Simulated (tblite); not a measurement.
C₃H₈BFO₂.
Atom-mapped SMILES: `[BH3-:1][O+:2]([CH3:3])[C@@H:4]([F:5])[CH:6]=[O:7]` (hydrogens: H8, H9, H10 on B1; H11, H12, H13 on C3; H14 on C4; H15 on C6)
Bond orders are those of one Lewis drawing.

Computed with GFN2-xTB (tblite), gas phase: L-BFGS steps from a force-field or distance-geometry start until the largest atomic force falls under 0.01 eV/Å.

The end geometry, which sets the zero of energy:
```
atom  x, y, z in Å
B1     -0.7721    1.1187   -0.6659
O2     -0.4451   -0.3409    0.0328
C3     -1.1731   -0.5727    1.2359
C4      0.9354   -0.4362    0.1760
F5      1.2307   -1.7285    0.5467
C6      1.6142   -0.1702   -1.1823
O7      2.6404    0.4367   -1.2887
H8      0.0899    1.1882   -1.4936
H9     -0.6580    1.9387    0.1819
H10    -1.8546    0.9920   -1.1155
H11    -2.2235   -0.4340    0.9914
H12    -0.9963   -1.5941    1.5783
H13    -0.8836    0.1399    2.0128
H14     1.3369    0.2195    0.9656
H15     1.1545   -0.7491   -1.9974
```

Task: These geometries come from the run, each turned onto the end geometry. Order them by energy, lowest first.
A.
```
atom  x, y, z in Å
B1     -1.0303    1.0340   -0.8954
O2     -0.4218   -0.2167    0.0975
C3     -0.9592   -0.2728    1.4064
C4      0.8028   -0.8186   -0.0599
F5      0.6103   -2.0183   -0.7080
C6      1.8999   -0.0118   -0.7639
O7      2.0487    1.1561   -0.6053
H8     -0.5469    0.8098   -1.9466
H9     -0.6770    2.0301   -0.3867
H10    -2.1919    0.8451   -0.8320
H11    -1.9817    0.0569    1.2861
H12    -0.9336   -1.2935    1.7952
H13    -0.4329    0.4094    2.0757
H14     1.2459   -1.0762    0.9180
H15     2.5635   -0.6256   -1.4030
```
B.
```
atom  x, y, z in Å
B1     -0.7774    1.1116   -0.6689
O2     -0.4317   -0.3308    0.0463
C3     -1.1695   -0.5565    1.2439
C4      0.9467   -0.4475    0.1801
F5      1.2198   -1.7575    0.5110
C6      1.6143   -0.1619   -1.1814
O7      2.6466    0.4351   -1.2890
H8      0.0987    1.2061   -1.4755
H9     -0.7113    1.9421    0.1734
H10    -1.8425    0.9456   -1.1449
H11    -2.2168   -0.4230    0.9828
H12    -0.9950   -1.5748    1.5941
H13    -0.8924    0.1630    2.0194
H14     1.3738    0.1744    0.9849
H15     1.1322   -0.7181   -1.9984
```
C.
```
atom  x, y, z in Å
B1     -0.8315    1.0745   -0.7257
O2     -0.4703   -0.3348    0.0819
C3     -1.1147   -0.4547    1.3499
C4      0.8973   -0.5906    0.1103
F5      1.0567   -1.9575    0.1751
C6      1.6333   -0.0876   -1.1575
O7      2.6292    0.5832   -1.0596
H8      0.1484    1.1956   -1.4033
H9     -0.9183    1.9518    0.0558
H10    -1.8100    0.8170   -1.3373
H11    -2.1858   -0.4008    1.1521
H12    -0.8803   -1.4220    1.8022
H13    -0.8336    0.3740    2.0137
H14     1.3778   -0.1854    1.0167
H15     1.2974   -0.5547   -2.0965
```
D.
```
atom  x, y, z in Å
B1     -0.8885    0.8866   -0.9187
O2     -0.4701   -0.3379    0.1401
C3     -1.0129   -0.2824    1.4520
C4      0.8328   -0.7998    0.0105
F5      0.7656   -2.0137   -0.6341
C6      1.7078    0.1562   -0.8200
O7      2.1417    1.1821   -0.3849
H8     -0.2234    0.5956   -1.8682
H9     -0.5590    1.9237   -0.4534
H10    -2.0523    0.7306   -1.0525
H11    -2.0437    0.0465    1.3370
H12    -0.9860   -1.2729    1.9153
H13    -0.4761    0.4407    2.0709
H14     1.3037   -0.9862    0.9892
H15     1.9560   -0.2613   -1.8053
```
E.
```
atom  x, y, z in Å
B1     -0.7840    1.1309   -0.6811
O2     -0.4497   -0.3212    0.0525
C3     -1.1433   -0.5344    1.2787
C4      0.9267   -0.4768    0.1591
F5      1.1680   -1.8033    0.4460
C6      1.5924   -0.1700   -1.1916
O7      2.6741    0.3348   -1.2811
H8      0.2157    1.3238   -1.3139
H9     -0.9256    1.9244    0.1869
H10    -1.7327    0.9044   -1.3479
H11    -2.2050   -0.5194    1.0430
H12    -0.8668   -1.5092    1.6835
H13    -0.9101    0.2502    2.0051
H14     1.3765    0.1135    0.9698
H15     1.0596   -0.6396   -2.0310
```

Result: B (0.003 eV), E (0.024 eV), C (0.069 eV), D (0.220 eV), A (0.423 eV).

In the order of the answer:

| step | E above end (eV) | largest force (eV/Å) | rms force component (eV/Å) | rms distance from end (Å) | rms bond change (Å) | bond most changed (Å) |
| --- | --- | --- | --- | --- | --- | --- |
| 122 | 0.003 | 0.06 | 0.019 | 0.034 | 0.002 | B1–O2 -0.004 |
| 104 | 0.024 | 0.10 | 0.035 | 0.152 | 0.003 | B1–O2 +0.010 |
| 89 | 0.069 | 0.39 | 0.106 | 0.254 | 0.005 | B1–O2 +0.013 |
| 44 | 0.220 | 0.14 | 0.045 | 0.747 | 0.006 | B1–O2 +0.021 |
| 29 | 0.423 | 0.45 | 0.120 | 0.830 | 0.018 | B1–O2 +0.058 |

The cost below is that of the whole relaxation. Hardware: an Arm Neoverse V1 with one thread, on a shared host. Cost: 0.7 s wall.
